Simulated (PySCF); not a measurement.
PySCF input file for C4H7FO, SMILES C[C@@]1(O)C[C@H]1F, TDDFT-CAM-B3LYP/def2-SVPD. Geometry: B3LYP-D3(BJ)/def2-SVP. The structure was generated by enumeration; whether it is a known compound was not checked. The values are those of a single conformer.

```python
import numpy as np
from pyscf import gto, scf, dft, tdscf

mol = gto.M(
    atom='''
    C     1.52350186    0.53361902    0.39048230
    C     0.05138028    0.21229415    0.48476232
    O    -0.41766348   -0.08058805    1.76949968
    C    -0.93130425    0.85569315   -0.48712787
    C    -0.59359820   -0.60489322   -0.58304641
    F     0.16899265   -1.02161872   -1.63700073
    H     1.84405541    0.63818470   -0.65499207
    H     2.10992180   -0.27427468    0.85532528
    H     1.75149355    1.47494027    0.91876631
    H    -0.40510846    0.74018180    2.28138746
    H    -0.52132770    1.50945225   -1.26207831
    H    -1.92392734    1.12134084   -0.11391446
    H    -1.33461123   -1.35083082   -0.27790702
    ''',
    basis='def2-SVPD',
    charge=0,
    spin=0,
    max_memory=1600,
    verbose=4,
)
mf = dft.RKS(mol, xc='cam-b3lyp').density_fit(auxbasis='def2-universal-jkfit')
mf.grids.level = 3
mf.conv_tol = 1e-9
mf.max_cycle = 100
mf.kernel()
mf.grids = dft.Grids(mol).set(level=1).build(with_non0tab=True)  # coarser grid for the response kernel
td = tdscf.TDDFT(mf)
td.singlet = True
td.nstates = 10
td.conv_tol = 1e-4
td.positive_eig_threshold = 1e-6
td.kernel(x0=td.get_init_guess(mf, 15))
td.analyze()
tt = tdscf.TDA(mf)
tt.singlet = False
tt.nstates = 4
tt.conv_tol = 1e-4
tt.positive_eig_threshold = 1e-6
tt.kernel(x0=tt.get_init_guess(mf, 9))
tt.analyze(verbose=3)
```

It prints:

```
PySCF version 2.14.0

[INPUT] verbose = 4
[INPUT] num. atoms = 13
[INPUT] num. electrons = 48
[INPUT] charge = 0
[INPUT] spin (= nelec alpha-beta = 2S) = 0
[INPUT] symmetry False subgroup None
[INPUT] Mole.unit = angstrom
[INPUT] Symbol           X                Y                Z      unit          X                Y                Z       unit  Magmom
[INPUT]  1 C      1.523501860000   0.533619020000   0.390482300000 AA    2.879001265665   1.008393802659   0.737904603490 Bohr   0.0
[INPUT]  2 C      0.051380280000   0.212294150000   0.484762320000 AA    0.097094657403   0.401177801347   0.916068020309 Bohr   0.0
[INPUT]  3 O     -0.417663480000  -0.080588050000   1.769499680000 AA   -0.789269589433  -0.152289343413   3.343869772706 Bohr   0.0
[INPUT]  4 C     -0.931304250000   0.855693150000  -0.487127870000 AA   -1.759909971143   1.617025700166  -0.920538261943 Bohr   0.0
[INPUT]  5 C     -0.593598200000  -0.604893220000  -0.583046410000 AA   -1.121738026035  -1.143082520406  -1.101798032811 Bohr   0.0
[INPUT]  6 F      0.168992650000  -1.021618720000  -1.637000730000 AA    0.319349825564  -1.930579584529  -3.093483045413 Bohr   0.0
[INPUT]  7 H      1.844055410000   0.638184700000  -0.654992070000 AA    3.484759683423   1.205994299888  -1.237755626062 Bohr   0.0
[INPUT]  8 H      2.109921800000  -0.274274680000   0.855325280000 AA    3.987174346249  -0.518304028103   1.616330526617 Bohr   0.0
[INPUT]  9 H      1.751493550000   1.474940270000   0.918766310000 AA    3.309843118442   2.787233160392   1.736216698377 Bohr   0.0
[INPUT] 10 H     -0.405108460000   0.740181800000   2.281387460000 AA   -0.765544040144   1.398740884388   4.311197483417 Bohr   0.0
[INPUT] 11 H     -0.521327700000   1.509452250000  -1.262078310000 AA   -0.985166574149   2.852451350609  -2.384982353654 Bohr   0.0
[INPUT] 12 H     -1.923927340000   1.121340840000  -0.113914460000 AA   -3.635695756163   2.119027079890  -0.215267131028 Bohr   0.0
[INPUT] 13 H     -1.334611230000  -1.350830820000  -0.277907020000 AA   -2.522049707469  -2.552700290422  -0.525168155894 Bohr   0.0

nuclear repulsion = 251.558802157756
number of shells = 78
number of NR pGTOs = 256
number of NR cGTOs = 182
basis = def2-SVPD
ecp = {}


[settings echo left out]
init E= -332.122842566691
  HOMO = -0.290843160419114  LUMO = 0.0126664693386251  gap/eV = 8.25892
cycle= 1 E= -331.208633645757  delta_E= 0.914  |g|= 0.705  |ddm|= 5.16
  HOMO = -0.260616897795311  LUMO = 0.0423467111084879  gap/eV = 8.24406
cycle= 2 E= -331.176358736863  delta_E= 0.0323  |g|= 0.869  |ddm|= 1.59
  HOMO = -0.336495149128576  LUMO = 0.0376998660073808  gap/eV = 10.18237
cycle= 3 E= -331.303611240887  delta_E= -0.127  |g|= 0.0636  |ddm|= 0.775
  HOMO = -0.339872171274091  LUMO = 0.0399353379317589  gap/eV = 10.33509
cycle= 4 E= -331.30433086536  delta_E= -0.00072  |g|= 0.0244  |ddm|= 0.13
  HOMO = -0.338086428951207  LUMO = 0.0404774076971255  gap/eV = 10.30125
cycle= 5 E= -331.304472918689  delta_E= -0.000142  |g|= 0.0059  |ddm|= 0.0489
  HOMO = -0.338438252131593  LUMO = 0.0402483545439201  gap/eV = 10.30459
cycle= 6 E= -331.304481222959  delta_E= -8.3e-06  |g|= 0.00108  |ddm|= 0.0153
  HOMO = -0.338540820022761  LUMO = 0.040257003640618  gap/eV = 10.30761
cycle= 7 E= -331.304481500577  delta_E= -2.78e-07  |g|= 0.000444  |ddm|= 0.00319
  HOMO = -0.33849774061628  LUMO = 0.0402656651851818  gap/eV = 10.30668
cycle= 8 E= -331.30448154682  delta_E= -4.62e-08  |g|= 0.000118  |ddm|= 0.000997
  HOMO = -0.338506644319934  LUMO = 0.0402606931158664  gap/eV = 10.30678
cycle= 9 E= -331.304481549547  delta_E= -2.73e-09  |g|= 4.84e-05  |ddm|= 0.000289
  HOMO = -0.338506475294673  LUMO = 0.0402608791753765  gap/eV = 10.30678
cycle= 10 E= -331.304481550017  delta_E= -4.7e-10  |g|= 1.07e-05  |ddm|= 8.83e-05
  HOMO = -0.338506118500867  LUMO = 0.0402612282285628  gap/eV = 10.30678
Extra cycle  E= -331.304481550037  delta_E= -2.03e-11  |g|= 9.53e-06  |ddm|= 4.51e-05
converged SCF energy = -331.304481550037
tot grids = 48504
Overwritten attributes  positive_eig_threshold  of <class 'pyscf.tdscf.rks.TDDFT'>


******** <class 'pyscf.tdscf.rks.TDDFT'> for <class 'pyscf.df.df_jk.DFRKS'> ********
nstates = 10 singlet
deg_eia_thresh = 1.000e-03
wfnsym = None
conv_tol = 0.0001
eigh lindep = 1e-12
eigh level_shift = 0
eigh max_cycle = 100


Excitation energies (eV)
[7.03584092 7.70224224 7.93723261 8.0764991  8.39943559 8.5795091
 8.71264787 8.73442825 8.91791279 9.12289419]

** Singlet excitation energies and oscillator strengths **
Excited State   1:      7.03584 eV    176.22 nm  f=0.0101
      22 -> 25        0.11277
      23 -> 25        0.16619
      24 -> 25        0.63827
      24 -> 26        0.15884
Excited State   2:      7.70224 eV    160.97 nm  f=0.0417
      22 -> 25        0.16169
      23 -> 25        0.61990
      24 -> 25       -0.22991
Excited State   3:      7.93723 eV    156.21 nm  f=0.0082
      23 -> 25       -0.10451
      23 -> 26       -0.16227
      24 -> 26        0.56954
      24 -> 28       -0.21163
      24 -> 29       -0.18640
Excited State   4:      8.07650 eV    153.51 nm  f=0.0066
      22 -> 25        0.10260
      23 -> 25       -0.10807
      23 -> 26        0.56756
      23 -> 28       -0.21434
      23 -> 29       -0.15442
      24 -> 26        0.15497
Excited State   5:      8.39944 eV    147.61 nm  f=0.0111
      22 -> 25       -0.15237
      23 -> 25        0.10137
      23 -> 27        0.11499
      23 -> 28       -0.10764
      24 -> 26       -0.15746
      24 -> 27        0.50975
      24 -> 28       -0.31153
      24 -> 29       -0.13067
Excited State   6:      8.57951 eV    144.51 nm  f=0.0019
      24 -> 26        0.14281
      24 -> 27        0.39743
      24 -> 28        0.52268
Excited State   7:      8.71265 eV    142.30 nm  f=0.0653
      22 -> 25       -0.26101
      23 -> 26       -0.13822
      23 -> 27        0.34788
      23 -> 28       -0.18773
      23 -> 29       -0.14718
      24 -> 26        0.19949
      24 -> 29        0.39009
Excited State   8:      8.73443 eV    141.95 nm  f=0.0109
      22 -> 25        0.12616
      23 -> 26        0.14067
      23 -> 27       -0.26271
      23 -> 28        0.12135
      23 -> 29        0.14841
      24 -> 27        0.18237
      24 -> 28       -0.19468
      24 -> 29        0.48832
Excited State   9:      8.91791 eV    139.03 nm  f=0.0045
      23 -> 26       -0.10568
      23 -> 27       -0.40201
      23 -> 28       -0.50322
      23 -> 30        0.16590
Excited State  10:      9.12289 eV    135.90 nm  f=0.0216
      22 -> 25        0.29354
      23 -> 27        0.30433
      23 -> 28       -0.27366
      23 -> 29        0.41654
      23 -> 30        0.10563

** Transition electric dipole moments (AU) **
state          X           Y           Z        Dip. S.      Osc.
  1         0.2145     -0.1007      0.0518      0.0589      0.0101
  2         0.1053      0.4122      0.2002      0.2210      0.0417
  3        -0.1158      0.1101     -0.1299      0.0424      0.0082
  4        -0.1724     -0.0120     -0.0577      0.0332      0.0066
  5         0.0875      0.1199      0.1783      0.0538      0.0111
  6        -0.0571     -0.0475     -0.0601      0.0091      0.0019
  7        -0.3189      0.3099     -0.3290      0.3060      0.0653
  8        -0.0509      0.0297     -0.2180      0.0510      0.0109
  9         0.1157     -0.0645      0.0548      0.0205      0.0045
 10         0.0931      0.2928     -0.0470      0.0966      0.0216

** Transition velocity dipole moments (imaginary part, AU) **
state          X           Y           Z        Dip. S.      Osc.
  1         0.0588     -0.0272      0.0146      0.0044      0.0114
  2         0.0296      0.1207      0.0561      0.0186      0.0438
  3        -0.0347      0.0293     -0.0390      0.0036      0.0082
  4        -0.0536     -0.0049     -0.0210      0.0033      0.0075
  5         0.0314      0.0415      0.0622      0.0066      0.0142
  6        -0.0192     -0.0149     -0.0166      0.0009      0.0018
  7        -0.1029      0.1042     -0.1008      0.0316      0.0658
  8        -0.0171      0.0113     -0.0710      0.0055      0.0113
  9         0.0379     -0.0221      0.0124      0.0021      0.0042
 10         0.0268      0.1032     -0.0194      0.0117      0.0234

** Transition magnetic dipole moments (imaginary part, AU) **
state          X           Y           Z
  1        -0.4827     -0.5095      0.2404
  2         0.3684     -0.4303     -0.1081
  3        -0.0272     -0.1099     -0.1904
  4         0.3631      0.3879      0.0520
  5        -0.0254      0.1536      0.3626
  6         0.1266     -0.0672     -0.1910
  7        -0.2209      0.4386      0.1608
  8         0.2423      0.0587      0.0649
  9        -0.2000     -0.0008     -0.0756
 10        -0.2757     -0.1618      0.1696
Overwritten attributes  positive_eig_threshold  of <class 'pyscf.tdscf.rks.TDA'>


******** <class 'pyscf.tdscf.rks.TDA'> for <class 'pyscf.df.df_jk.DFRKS'> ********
nstates = 4 triplet
deg_eia_thresh = 1.000e-03
wfnsym = None
conv_tol = 0.0001
eigh lindep = 1e-12
eigh level_shift = 0
eigh max_cycle = 100


Excitation energies (eV)
[6.79817211 7.48507268 7.64796587 7.83478144]

** Triplet excitation energies and oscillator strengths **
Excited State   1:      6.79817 eV    182.38 nm  f=0.0000
Excited State   2:      7.48507 eV    165.64 nm  f=0.0000
Excited State   3:      7.64797 eV    162.11 nm  f=0.0000
Excited State   4:      7.83478 eV    158.25 nm  f=0.0000
```

The run converged.
